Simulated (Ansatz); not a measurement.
Consider the homolysis of the B–Si bond: `N[SiH2]B(O)Cl` → `O[B]Cl`• + `N[SiH2]`•.

Isolated molecules relaxed with PBE0-D4/def2-TZVP in Ansatz; ΔE leaves out vibrations. CCSD(T)/CBS is the MP2 limit (def2-TZVPP, def2-QZVPP) plus CCSD(T) − MP2 in def2-TZVPP, frozen cores. DFT in def2-TZVPP. No spin–orbit coupling; open shells (•) take unrestricted orbitals. Each species was taken in one conformer, which may not be the lowest.

CCSD(T)/CBS gives +369.0 kJ/mol.

Another level gave +365.0 kJ/mol. Which?
A. r2SCAN/def2-TZVPP
B. PBE-D4/def2-TZVPP
C. HF/def2-TZVPP
D. SCS-MP2/def2-TZVPP

D. SCS-MP2/def2-TZVPP 365.0, r2SCAN 330.6, PBE-D4 345.0, HF/def2-TZVPP 269.4 kJ/mol.

Largest T1 diagnostic among the species: 0.015.

In def2-TZVPP, CCSD(T) changes the Hartree–Fock value by +90.3 kJ/mol (the triples alone add +5.8 kJ/mol) and MP2 by +93.1 kJ/mol; breaking electron pairs costs correlation energy, which Hartree–Fock lacks. From PBE to PBE0 (25 % exact exchange), in def2-TZVPP and without D4, ΔE moves by +6.1 kJ/mol.
